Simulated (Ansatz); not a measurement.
Isolated molecules relaxed with PBE0-D4/def2-TZVP in Ansatz; ΔE leaves out vibrations. CCSD(T)/CBS adds triple-zeta CCSD(T) − MP2 to the extrapolated MP2 energy (def2 sets, frozen cores). DFT in def2-TZVPP. For Se outer-core shells are correlated without core-valence functions, which leaves a few kJ/mol of doubt a bond. Scalar relativity is left out up to krypton. Each species was taken in one conformer, which may not be the lowest.

Reaction (redistribution): `CB(F)C=O` + `[OH][Al]([F])[SeH]` → `O=CB(F)F` + `[CH3][Al]([OH])[SeH]`

```json
{"level": "B97M-V", "ΔE (kcal/mol)": "7.4", "difference from CCSD(T)/CBS": "-1.2"}
{"level": "PBE0-D4", "ΔE (kcal/mol)": "6.8", "difference from CCSD(T)/CBS": "-1.8"}
{"level": "ωB97X-V", "ΔE (kcal/mol)": "7.9", "difference from CCSD(T)/CBS": "-0.7"}
{"level": "ωB97M-V", "ΔE (kcal/mol)": "7.2", "difference from CCSD(T)/CBS": "-1.4"}
{"level": "B2PLYP", "ΔE (kcal/mol)": "7.9", "difference from CCSD(T)/CBS": "-0.7"}
{"level": "PBE-QIDH", "ΔE (kcal/mol)": "7.4", "difference from CCSD(T)/CBS": "-1.2"}
{"level": "PBE", "ΔE (kcal/mol)": "6.6", "difference from CCSD(T)/CBS": "-2.0"}
{"level": "PBE0", "ΔE (kcal/mol)": "6.9", "difference from CCSD(T)/CBS": "-1.7"}
{"level": "LC-ωPBE", "ΔE (kcal/mol)": "8.0", "difference from CCSD(T)/CBS": "-0.6"}
{"level": "HF/def2-SVP", "ΔE (kcal/mol)": "6.2", "difference from CCSD(T)/CBS": "-2.4"}
{"level": "CCSD(T)/def2-SVP", "ΔE (kcal/mol)": "5.1", "difference from CCSD(T)/CBS": "-3.5"}
{"level": "MP2/def2-TZVPP", "ΔE (kcal/mol)": "7.9", "difference from CCSD(T)/CBS": "-0.7"}
{"level": "SCS-MP2/def2-TZVPP", "ΔE (kcal/mol)": "8.1", "difference from CCSD(T)/CBS": "-0.5"}
{"level": "CCSD/def2-TZVPP", "ΔE (kcal/mol)": "7.7", "difference from CCSD(T)/CBS": "-0.9"}
{"level": "HF/def2-QZVPP", "ΔE (kcal/mol)": "8.4", "difference from CCSD(T)/CBS": "-0.2"}
{"level": "CCSD/CBS(def2)", "ΔE (kcal/mol)": "8.9", "difference from CCSD(T)/CBS": "0.3"}
{"level": "CCSD(T)/CBS", "ΔE (kcal/mol)": "8.6", "difference from CCSD(T)/CBS": "0"}
```

Largest T1 diagnostic among the species: 0.015.

At CCSD(T), def2-SVP lies −3.5 kcal/mol from the extrapolated value and def2-TZVPP −1.2 kcal/mol. Leaving LDA and LC-ωPBE aside and taking each functional with its dispersion term where it has one, the values, not all of them listed here, spread over 1.4 kcal/mol, from PBE-D4 to B2PLYP. LDA lies −1.0 kcal/mol from PBE without D4.
